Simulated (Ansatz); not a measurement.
Born–Oppenheimer molecular dynamics of FGeH5 (7 atoms, charge 0, multiplicity 1). It starts at the highest image of a converged band. Of that band: Neighbouring images differ by up to 1.4 eV, so the band resolves the path poorly. A vibrational analysis at the climbing image gives one clearly imaginary mode, 1171i cm⁻¹: a first-order saddle point.

These are results of Ansatz 0.2.0, RKS PBE0/def2-SVP, not measurements.

```yaml
ensemble: NVE (velocity Verlet)
time_step: 0.5 fs
steps_asked: 200
starting_velocities_drawn_for: 300 K
seed: 10923
```

First frame:

```xyz
7
Properties=species:S:1:pos:R:3
Ge -0.135 -0.030 -0.075
F -0.228 0.326 1.949
H 1.377 -0.126 0.202
H -0.504 1.290 -0.758
H -0.514 -1.276 -0.904
H -1.791 -0.229 0.689
H -1.276 0.045 1.491
```

How far do the bonds stretch over the last three quarters of this one trajectory? (Pairs bonded in most of those frames.)


```
  bond  mean (Å)  spread (Å)  shortest  longest
Ge1–H3     1.532       0.008      1.52     1.55
Ge1–H4     1.548       0.059      1.46     1.63
Ge1–H5     1.543       0.008      1.53     1.56
Ge1–H6     1.540       0.032      1.49     1.60
 F2–H7     0.933       0.047      0.86     1.01
```

Mean temperature of the second half: 2364 K. The conserved energy stayed within 0.46 meV per atom of its start (net change 0.018 meV per atom), so the integration is sound. The kinetic energy rose, since the run started high on the potential surface and went downhill. It ends in pieces (FH + GeH4), so much of that is their flight and rotation, not heat. A run of 0.1 ps of so small a system gives no equilibrium averages. The orbitals stay closed-shell, which can raise the energy where a bond breaks towards radicals; this wasn't checked here.

Run time: 4.9 min on 1 thread of Arm Neoverse V2, on a shared host, peak memory 0.13 GiB.
